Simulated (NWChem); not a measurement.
Program: NWChem. System: Cl$_{2}$Se, charge 1, spin multiplicity 2, at the geometry of a parent with another charge or spin, in a state set for the comparison that need not be this species' ground state. Its SCF solution wasn't tested for a lower state. Level: UPBE/def2-TZVPP.

Output (cleaned and shortened):

```
             Northwest Computational Chemistry Package (NWChem) 7.3.0
             --------------------------------------------------------

                                NWChem Input Module
                                -------------------

 Scaling coordinates for geometry "geometry" by  1.889725989
 (inverse scale =  0.529177249)

 Turning off AUTOSYM since
 SYMMETRY directive was detected!

                             Geometry "geometry" -> ""
                             -------------------------

 Output coordinates in angstroms (scale by  1.889725989 to convert to a.u.)

  No.       Tag          Charge          X              Y              Z
 ---- ---------------- ---------- -------------- -------------- --------------
    1 Se                  34.0000     0.00000000     0.00000000     0.68410500
    2 Cl                  17.0000    -1.68484900     0.00000000    -0.68410500
    3 Cl                  17.0000     1.68484900     0.00000000    -0.68410500

 Effective nuclear repulsion energy (a.u.)     327.2329627415

            Nuclear Dipole moment (a.u.)
            ----------------------------
        X                 Y               Z
 ---------------- ---------------- ----------------
     0.0000000000     0.0000000000     0.0000000000

      Symmetry information
      --------------------

 Group name             C2v
 Group number             16
 Group order               4
 No. of unique centers     2

      Symmetry unique atoms

     1    2


 Summary of "ao basis" -> "" (spherical)
 ------------------------------------------------------------------------------
       Tag                 Description            Shells   Functions and Types
 ---------------- ------------------------------  ------  ---------------------
 *                         def2-tzvpp                 on all atoms

  pbe96 is a nonlocal functional; adding pw91lda local functional.

                                 NWChem DFT Module
                                 -----------------

 Summary of "ao basis" -> "ao basis" (spherical)
 ------------------------------------------------------------------------------
       Tag                 Description            Shells   Functions and Types
 ---------------- ------------------------------  ------  ---------------------
 Se                        def2-tzvpp               16       48   6s5p4d1f
 Cl                        def2-tzvpp               14       42   5s5p3d1f

 Summary of "ao basis" -> "ao basis" (spherical)
[...]
 overlap   1.000  1.000  1.000  1.000  1.000  1.000  1.000  1.000  1.000  1.000

   alpha     11     12     13     14     15     16     17     18     19     20
    beta     11     12     13     14     15     16     17     18     19     20
 overlap   1.000  1.000  1.000  1.000  1.000  1.000  1.000  1.000  1.000  1.000

   alpha     21     22     23     24     25     26     27     28     29     30
    beta     21     22     23     24     25     26     27     28     29     30
 overlap   0.994  1.000  1.000  0.994  1.000  1.000  0.999  1.000  0.999  0.994

   alpha     31     32     33     34     35     36     37     38     39     40
    beta     32     31     33     34     35     36     37     38     39     41
 overlap   1.000  1.000  1.000  0.994  1.000  1.000  0.999  1.000  1.000  0.972

   alpha     41     42     43     44     45     46     47     48     49     50
    beta     40     42     43     44     45     47     46     48     49     50
 overlap   1.000  0.973  0.999  1.000  0.999  0.999  0.996  0.995  1.000  0.996

   alpha     51     52     53     54     55     56     57     58     59     60
    beta     51     52     53     54     55     56     58     57     59     60
 overlap   0.994  1.000  1.000  0.997  0.999  1.000  0.999  0.999  1.000  1.000

   alpha     61     62     63     64     65     66     67     68     69     70
    beta     61     62     63     64     65     67     66     68     69     70
 overlap   1.000  0.999  0.999  1.000  1.000  0.934  0.933  0.998  1.000  0.990

   alpha     71     72     73     74     75     76     77     78     79     80
    beta     71     72     74     75     73     76     77     78     79     80
 overlap   0.997  0.969  1.000  0.970  0.999  0.991  0.994  0.994  1.000  1.000

   alpha     81     82     83     84     85     86     87     88     89     90
    beta     81     82     83     85     84     86     87     88     89     90
 overlap   0.999  0.999  1.000  1.000  1.000  1.000  0.999  1.000  0.997  0.970

   alpha     91     92     93     94     95     96     97     98     99    100
    beta     91     92     93     94     95     96     97     99     98    100
 overlap   1.000  0.997  0.998  0.970  0.998  1.000  0.999  1.000  0.999  1.000

   alpha    101    102    103    104    105    106    107    108    109    110
    beta    101    102    103    105    104    106    107    108    109    110
 overlap   0.999  0.999  1.000  1.000  1.000  1.000  1.000  1.000  1.000  1.000

   alpha    111    112    113    114    115    116    117    118    119    120
    beta    111    112    113    114    115    116    117    118    119    120
 overlap   0.997  0.997  1.000  1.000  1.000  1.000  1.000  1.000  1.000  1.000

   alpha    121    122    123    124    125    126    127    128    129    130
    beta    121    122    123    124    125    126    127    128    129    130
 overlap   1.000  1.000  1.000  1.000  1.000  1.000  1.000  1.000  1.000  1.000

   alpha    131    132
    beta    131    132
 overlap   1.000  1.000

     --------------------------
     Expectation value of S2:
     --------------------------
      <S2> =      0.7518 (Exact =     0.7500)

 center of mass
 --------------
 x =   0.00000000 y =   0.00000000 z =   0.07799389

 moments of inertia (a.u.)
 ------------------
         247.871111786390           0.000000000000           0.000000000000
           0.000000000000         956.846218007056           0.000000000000
           0.000000000000           0.000000000000         708.975106220665

     Multipole analysis of the density
     ---------------------------------

     L   x y z        total         alpha         beta         nuclear
     -   - - -        -----         -----         ----         -------
     0   0 0 0      1.000000    -34.000000    -33.000000     68.000000

     1   1 0 0     -0.000000     -0.000000     -0.000000      0.000000
     1   0 1 0     -0.000000      0.000000     -0.000000      0.000000
     1   0 0 1      0.298841     -0.038035      0.336875      0.000000

     2   2 0 0    -21.746822   -185.733598   -180.679314    344.666090
     2   1 1 0     -0.000000     -0.000000     -0.000000      0.000000
     2   1 0 1      0.000000      0.000000      0.000000      0.000000
     2   0 2 0    -28.985495    -15.885746    -13.099749      0.000000
     2   0 1 1     -0.000000     -0.000000     -0.000000      0.000000
     2   0 0 2    -25.030328    -70.823663    -67.852131    113.645466

 Task  times  cpu:        7.7s     wall:        7.7s

 Total times  cpu:        7.7s     wall:        7.7s
```

Problem. Write an NWChem input that would produce this output.

Solution. One answer among several that fit: 
```
start mol
memory heap 200 mb stack 900 mb global 1100 mb
charge 1
geometry units angstroms nocenter noautoz
  Se     0.000000     0.000000     0.684105
  Cl    -1.684849     0.000000    -0.684105
  Cl     1.684849     0.000000    -0.684105
  symmetry group C2v
end
basis spherical
  * library def2-tzvpp
end
dft
  xc xpbe96 cpbe96
  odft
  mult 2
  semidirect memsize 60000000 filesize 0
  iterations 100
end
task dft energy
```
